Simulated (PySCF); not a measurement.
SnBr, SMILES [Br][Sn] (connectivity only; charge and spin as stated), neutral, multiplicity 2. Atoms are numbered in the order given.

```xyz
2

Sn     0.0000     0.0000    -1.0486
Br     0.0000     0.0000     1.4979
```
Charge 0, spin multiplicity 2.

The structure is a stationary point at B3LYP-D3(BJ)/def2-TZVP. The multiplicity is an assumed one; other spin states were not compared. The def2 effective core potentials stand for the cores of Sn; spin–orbit coupling is left out.

Calculation: B3LYP/def2-TZVPD (PySCF).

Mulliken values depend strongly on the basis, most of all with diffuse functions as here. ESP charges are fitted to the potential on shells at 1.4 to 2.0 van der Waals radii. Atomic charges (e):

| atom | ESP fit | Mulliken | Mulliken spin |
|---|---|---|---|
| Sn1 | 0.22 | 0.35 | 0.99 |
| Br2 | -0.22 | -0.35 | 0.01 |
